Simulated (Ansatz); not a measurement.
Steps of a relaxation of `B[SiH2]CS` with RKS PBE-D4/def2-SVP.

```sh
$ ansatz run in.yaml --threads 2 --pin off --events-out ev --progress --plain --max-ram 4352MiB
```

```yaml
crystal:
  periodic: [false, false, false]
  atoms:
    - {symbol: B, position_ang: [-1.010700, 1.812100, -0.027500]}
    - {symbol: Si, position_ang: [-0.218300, 0.325100, 0.802200]}
    - {symbol: C, position_ang: [0.426200, -0.810900, -0.526100]}
    - {symbol: S, position_ang: [1.321600, -2.232800, 0.273600]}
    - {symbol: H, position_ang: [-1.964700, 1.689100, -0.795100]}
    - {symbol: H, position_ang: [-0.660300, 2.962500, 0.178700]}
    - {symbol: H, position_ang: [0.912000, 0.791300, 1.667200]}
    - {symbol: H, position_ang: [-1.168000, -0.374700, 1.608700]}
    - {symbol: H, position_ang: [-0.368400, -1.140000, -1.119300]}
    - {symbol: H, position_ang: [1.208500, -0.265700, -1.101400]}
    - {symbol: H, position_ang: [1.587400, -2.813100, -0.940400]}
basis:
  gaussian: {orbitals: def2-SVP}
hamiltonian: {xc: pbe, dispersion: d4}
relax: {f_tol: 0.03, max_steps: 200}
```

Positions (Å) and forces (eV/Å) along the path, 11 of 15 steps:

```xyz
11
step=1 energy=-20519.8059 eV
B    -1.011    1.812   -0.028   -1.509    1.982   -1.131
Si   -0.218    0.325    0.802    1.720   -0.205    0.675
C     0.426   -0.811   -0.526    2.686    0.192    1.354
S     1.322   -2.233    0.274   -0.291    0.008   -0.599
H    -1.965    1.689   -0.795    0.232    0.013    0.065
H    -0.660    2.962    0.179    0.009   -0.055   -0.061
H     0.912    0.791    1.667    0.208   -0.201    0.184
H    -1.168   -0.375    1.609   -1.084   -0.801    0.922
H    -0.368   -1.140   -1.119   -1.705   -0.789   -1.505
H     1.208   -0.266   -1.101   -0.401    0.002   -0.206
H     1.587   -2.813   -0.940    0.135   -0.147    0.303
11
step=2 energy=-20520.1399 eV
B    -1.081    1.884   -0.016   -0.298    0.810   -0.782
Si   -0.197    0.356    0.828    0.670   -0.275    0.570
C     0.454   -0.810   -0.513    0.930   -0.382    0.104
S     1.327   -2.271    0.232   -0.150    0.185   -0.044
H    -1.971    1.741   -0.847    0.062   -0.072    0.193
H    -0.710    3.034    0.145   -0.090   -0.026    0.125
H     0.959    0.716    1.731   -0.049    0.007   -0.033
H    -1.181   -0.385    1.653   -0.367   -0.267    0.297
H    -0.382   -1.156   -1.120   -0.471   -0.123   -0.433
H     1.179   -0.249   -1.144   -0.154   -0.038   -0.065
H     1.669   -2.918   -0.928   -0.084    0.180    0.068
11
step=4 energy=-20520.2137 eV
B    -1.068    1.947   -0.042    0.128   -0.136   -0.022
Si   -0.156    0.364    0.833    0.032    0.003    0.112
C     0.458   -0.868   -0.497   -0.070    0.072   -0.170
S     1.305   -2.315    0.224   -0.022   -0.007    0.146
H    -1.866    1.719   -0.930   -0.062    0.045   -0.048
H    -0.856    3.111    0.248   -0.044   -0.056    0.047
H     0.997    0.721    1.736   -0.003   -0.008   -0.010
H    -1.185   -0.357    1.678   -0.010    0.052    0.006
H    -0.417   -1.178   -1.107   -0.030   -0.003    0.028
H     1.151   -0.324   -1.169    0.064    0.063   -0.055
H     1.703   -2.876   -0.953    0.017   -0.025   -0.033
11
step=5 energy=-20520.2306 eV
B    -1.075    1.938   -0.040   -0.017   -0.022   -0.019
Si   -0.126    0.377    0.807    0.061   -0.037   -0.067
C     0.460   -0.873   -0.523    0.013   -0.006    0.043
S     1.272   -2.325    0.245   -0.029    0.033    0.001
H    -1.801    1.757   -1.003    0.032    0.019    0.010
H    -0.988    3.070    0.393   -0.027    0.014    0.013
H     1.036    0.742    1.693    0.006    0.000   -0.007
H    -1.160   -0.300    1.681   -0.011   -0.016    0.016
H    -0.424   -1.179   -1.120   -0.003    0.012   -0.007
H     1.174   -0.357   -1.200   -0.033    0.027    0.007
H     1.695   -2.908   -0.913    0.007   -0.024    0.011
11
step=6 energy=-20520.2394 eV
B    -1.084    1.940   -0.036    0.003    0.005   -0.002
Si   -0.106    0.384    0.786   -0.013   -0.002   -0.034
C     0.463   -0.879   -0.531    0.010    0.000    0.026
S     1.262   -2.321    0.259    0.006   -0.020    0.011
H    -1.705    1.808   -1.076    0.010    0.004   -0.003
H    -1.122    3.030    0.502   -0.017   -0.004    0.014
H     1.066    0.771    1.649    0.013    0.001   -0.003
H    -1.120   -0.286    1.691   -0.001   -0.003    0.007
H    -0.423   -1.184   -1.126   -0.021    0.005   -0.003
H     1.174   -0.366   -1.213    0.013    0.013   -0.020
H     1.660   -2.954   -0.883   -0.004    0.001    0.006
11
step=8 energy=-20520.2427 eV
B    -1.089    1.942   -0.035   -0.009    0.014   -0.004
Si   -0.099    0.389    0.774   -0.004    0.004   -0.003
C     0.466   -0.884   -0.533    0.004   -0.003    0.009
S     1.260   -2.324    0.266   -0.001    0.001   -0.004
H    -1.648    1.845   -1.113    0.011    0.007    0.003
H    -1.198    2.999    0.558   -0.008   -0.016    0.003
H     1.081    0.791    1.622    0.002    0.000   -0.002
H    -1.099   -0.277    1.698    0.005   -0.001    0.002
H    -0.425   -1.189   -1.123   -0.004   -0.003   -0.001
H     1.175   -0.376   -1.221    0.006   -0.004   -0.007
H     1.642   -2.973   -0.872   -0.003    0.000    0.005
11
step=9 energy=-20520.2440 eV
B    -1.096    1.944   -0.033   -0.029    0.105   -0.034
Si   -0.092    0.393    0.762   -0.023   -0.006    0.026
C     0.467   -0.888   -0.536    0.006    0.000   -0.013
S     1.257   -2.325    0.274    0.004   -0.003   -0.008
H    -1.590    1.889   -1.151    0.035    0.021    0.103
H    -1.273    2.967    0.614    0.002   -0.115   -0.075
H     1.093    0.812    1.597   -0.002    0.005   -0.010
H    -1.075   -0.271    1.706    0.012   -0.002   -0.005
H    -0.426   -1.196   -1.122    0.005    0.000    0.002
H     1.176   -0.388   -1.231   -0.004   -0.009    0.004
H     1.623   -2.992   -0.860   -0.005    0.004    0.010
11
step=10 energy=-20520.2406 eV rejected
B    -1.077    1.956   -0.042   -0.271    0.003    0.106
Si   -0.090    0.395    0.758    0.066    0.026   -0.015
C     0.468   -0.890   -0.538    0.002   -0.004   -0.004
S     1.255   -2.325    0.278    0.005   -0.002   -0.014
H    -1.577    1.904   -1.154    0.105    0.051    0.035
H    -1.313    2.948    0.635    0.097   -0.084   -0.113
H     1.099    0.817    1.585    0.001   -0.009    0.006
H    -1.069   -0.269    1.707    0.002    0.024   -0.017
H    -0.425   -1.198   -1.122    0.006   -0.003    0.000
H     1.178   -0.394   -1.234   -0.005   -0.004    0.007
H     1.616   -3.000   -0.853   -0.007    0.001    0.010
11
step=13 energy=-20520.2463 eV
B    -1.100    1.951   -0.035   -0.023    0.025   -0.012
Si   -0.099    0.392    0.751    0.011   -0.013    0.003
C     0.464   -0.897   -0.539   -0.001   -0.009   -0.002
S     1.276   -2.315    0.284   -0.005    0.008   -0.004
H    -1.485    1.983   -1.191    0.017    0.002    0.038
H    -1.373    2.904    0.674    0.003   -0.021   -0.026
H     1.096    0.849    1.551   -0.002    0.002   -0.003
H    -1.040   -0.282    1.728   -0.002    0.002    0.001
H    -0.429   -1.224   -1.112   -0.002   -0.002    0.004
H     1.160   -0.400   -1.248    0.003    0.005    0.000
H     1.594   -3.019   -0.841    0.001    0.001    0.001
11
step=14 energy=-20520.2464 eV
B    -1.099    1.952   -0.035   -0.013    0.018   -0.008
Si   -0.101    0.391    0.750    0.004   -0.004    0.003
C     0.462   -0.898   -0.540   -0.002   -0.008    0.004
S     1.280   -2.312    0.284   -0.003    0.005   -0.008
H    -1.462    1.997   -1.197    0.011    0.001    0.026
H    -1.391    2.894    0.681    0.002   -0.016   -0.020
H     1.097    0.855    1.544   -0.001   -0.001   -0.002
H    -1.035   -0.283    1.733    0.001    0.000    0.000
H    -0.432   -1.230   -1.109    0.000    0.000    0.003
H     1.155   -0.401   -1.251    0.002    0.004    0.000
H     1.591   -3.021   -0.840    0.000    0.002    0.003
11
step=15 energy=-20520.2466 eV
B    -1.098    1.953   -0.035    0.003   -0.001   -0.006
Si   -0.104    0.389    0.751   -0.002   -0.003    0.005
C     0.458   -0.900   -0.540   -0.001   -0.005    0.005
S     1.286   -2.308    0.284   -0.001    0.003   -0.008
H    -1.429    2.015   -1.205    0.003   -0.001    0.005
H    -1.414    2.883    0.685   -0.002    0.000    0.000
H     1.098    0.859    1.536   -0.001    0.002   -0.001
H    -1.028   -0.287    1.741    0.001    0.002   -0.001
H    -0.438   -1.238   -1.102    0.002    0.001   -0.001
H     1.144   -0.400   -1.256   -0.002   -0.001   -0.001
H     1.590   -3.022   -0.839   -0.001    0.003    0.003
```

It took 31 s on 2 threads of an Arm Neoverse V1 on a shared host, with 0.15 GiB of host memory at the peak.
